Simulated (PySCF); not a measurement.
# Ions at one geometry of [YBr2]+

PySCF 2.14.0, RKS PBE0, Y def2-SVP with ECP28, Br def2-SVP; non-relativistic Hamiltonian with scalar-relativistic core potentials where named; density fitting; no spin-orbit coupling; singlets restricted, open shells unrestricted. The geometry is relaxed for charge +1, singlet, vacuum:

```xyz
3

Y     0.0000    0.0000   -0.9059
Br    2.0576    0.0000    0.4979
Br   -2.0576    0.0000    0.4979
```

Energies count from the relaxed state; an electron taken off or put on is at rest in vacuum. Charges and spins are Mulliken's.

```csv
state,energy (eV),spin squared,charge on Y1 (e),spin on Y1 (e),dipole about the centre of mass (D)
"charge +1, singlet, vacuum",0.00,0.00,1.18,0.00,8.00
"charge 0, doublet, vacuum",-6.44,0.75,0.49,1.05,3.82
```

Problem. What does the state charge +2, doublet, vacuum give?

Solution. energy (eV) 15.14, spin squared 0.77, charge on Y1 (e) 1.42, spin on Y1 (e) -0.12, dipole about the centre of mass (D) 6.97.

With an electron taken off (doublet) the charges change, summed by element, by Y +0.25 e, Br +0.75 e. The vertical ionisation energy is 15.14 eV, against −ε(HOMO) = 13.04 eV of the relaxed state. The level lies 2.1 eV too high, as is usual for semilocal functionals and global hybrids, which keep a self-interaction error.

With an electron put on (doublet) the charges change, summed by element, by Y -0.68 e, Br -0.32 e. The vertical electron affinity is 6.44 eV, against −ε(LUMO) = 7.92 eV of the relaxed state.

Open shells may have lower solutions than those found.
